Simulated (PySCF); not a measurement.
Choosing a molecule for a target property.

Species are written as SMILES; each is one conformer at its optimised geometry, gas phase, non-relativistic unless stated. Electronic properties by PySCF.

The conformers computed, where there is a choice (atom-mapped SMILES and torsion angles):
- `[SiH3:1][S:2][SiH2:3][O:4][CH:5]1[CH2:6][CH2:7]1`: Si1–S2–Si3–O4 171°, S2–Si3–O4–C5 48°, Si3–O4–C5–C6 98°
- `[O:1]=[CH:2][SiH2:3][Si@H:4]([SiH3:5])[SiH2:6][CH2:7][SiH3:8]`: O1–C2–Si3–Si4 -3°, C2–Si3–Si4–Si5 68°, Si3–Si4–Si6–C7 -173°, Si4–Si6–C7–Si8 -179°
- `[CH3:1][Si@@H:2]1[Si@@H:3]([CH3:4])[SiH2:5][Si@@H:6]1[O:7][SiH3:8]`: Si5–Si6–O7–Si8 -47°
- `[CH2:1]=[CH:2][P:3]([CH2:4][C:5]([F:6])([F:7])[F:8])[C:9]([F:10])([F:11])[F:12]`: C1–C2–P3–C4 -133°, C2–P3–C4–C5 79°, P3–C4–C5–F6 167°, C2–P3–C9–F10 -73°

Question: Wanted: HOMO energy below -7 eV (PBE0/pcSseg-1) and HOMO–LUMO gap above 7.2 eV (PBE0/pcSseg-1), at GFN2-xTB geometries. Which candidate meets both?
A. `[SiH3]S[SiH2]OC1CC1`
B. `C[Si@@H]1[Si@@H](C)[SiH2][Si@@H]1O[SiH3]`
C. `O=C[SiH2][Si@H]([SiH3])[SiH2]C[SiH3]`
D. `FC(P(C=C)CC(F)(F)F)(F)F`

Answer: A. Computed values:
```csv
species,HOMO energy,HOMO–LUMO gap
FC(P(C=C)CC(F)(F)F)(F)F,-8.13 eV,7.05 eV
[SiH3]S[SiH2]OC1CC1,-7.29 eV,7.29 eV
O=C[SiH2][Si@H]([SiH3])[SiH2]C[SiH3],-7.10 eV,5.54 eV
C[Si@@H]1[Si@@H](C)[SiH2][Si@@H]1O[SiH3],-6.92 eV,5.21 eV
```
